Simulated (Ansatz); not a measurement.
Compare A (`N[Si](O)([SiH3])[SiH3]`) with its isomer B (`O[SiH]([SiH3])N[SiH3]`).

Computed with Ansatz on PBE0-D4/def2-TZVP structures; ΔE is electronic, products minus reactants. CCSD(T)/CBS is the MP2 limit (def2-TZVPP, def2-QZVPP) plus CCSD(T) − MP2 in def2-TZVPP, frozen cores. Functionals use def2-TZVPP. B3LYP here is the variant with VWN-RPA as its local correlation; programs differ in this. Each species was taken in one conformer, which may not be the lowest.

Q: Which isomer does CCSD(T)/CBS put lower? Give the gap. (Estimate.)

A: Computed: B, by 60.6 kJ/mol.

Q: Give E(B) − E(A) in kJ/mol with ωB97M-V, B3LYP, CCSD/def2-TZVPP, MP2/def2-TZVPP, B3LYP-D4, CCSD(T)/def2-TZVPP, PBE0-D4. (Estimate.)

A: Computed: ωB97M-V -62.8, B3LYP -54.6, CCSD/def2-TZVPP -63.4, MP2/def2-TZVPP -68.3, B3LYP-D4 -56.2, CCSD(T)/def2-TZVPP -61.5, PBE0-D4 -45.6. None reverses the order clearly.

Largest T1 diagnostic: 0.013.

In def2-TZVPP, CCSD(T) changes the Hartree–Fock value by +13.4 kJ/mol (the triples alone add +2.0 kJ/mol) and MP2 by +6.5 kJ/mol. From PBE to PBE0 (25 % exact exchange), in def2-TZVPP and without D4, E(B) − E(A) moves by −7.9 kJ/mol.
